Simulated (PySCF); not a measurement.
**Ni²⁺: excitation energy**

Ni²⁺ [Ar] 3d8 (3F) → Ni²⁺ [Ar] 3d7 4p1 (high-spin determinant), as a difference of total energies. Computed with PySCF 2.14 in def2-TZVPPD (6s6p4d2f1g, 67 functions), with the non-relativistic Hamiltonian (point nucleus). Correlated levels: valence: [Ar] frozen; valence and next inner shell: [Ne] frozen. The calculations carry no spin-orbit coupling.

```json
{"method": "UHF", "excitation energy (eV)": "12.251"}
{"method": "LDA", "excitation energy (eV)": "14.227"}
{"method": "PBE", "excitation energy (eV)": "13.906"}
{"method": "PBE0", "excitation energy (eV)": "13.737"}
{"method": "r2SCAN", "excitation energy (eV)": "13.817"}
{"method": "r2SCANh", "excitation energy (eV)": "13.763"}
{"method": "HSE06", "excitation energy (eV)": "13.701"}
{"method": "CAM-B3LYP", "excitation energy (eV)": "13.917"}
{"method": "BP86", "excitation energy (eV)": "13.972"}
{"method": "MP2 (valence)", "excitation energy (eV)": "14.032"}
{"method": "SCS-MP2 (valence)", "excitation energy (eV)": "14.117"}
{"method": "MP2 (valence and next inner shell)", "excitation energy (eV)": "14.443"}
{"method": "SCS-MP2 (valence and next inner shell)", "excitation energy (eV)": "14.353"}
```

Q: How much does correlation contribute at MP2 (valence and next inner shell)?

A: 14.443 − (12.251) = 2.192 eV, measured against UHF.

A first-order spin-orbit estimate (lowest level to lowest level, LS coupling) adds 0.030 eV.

The determinant of the upper state mixes LS terms, which raises its energy above the lowest term, most at the Hartree-Fock and MP2 levels.
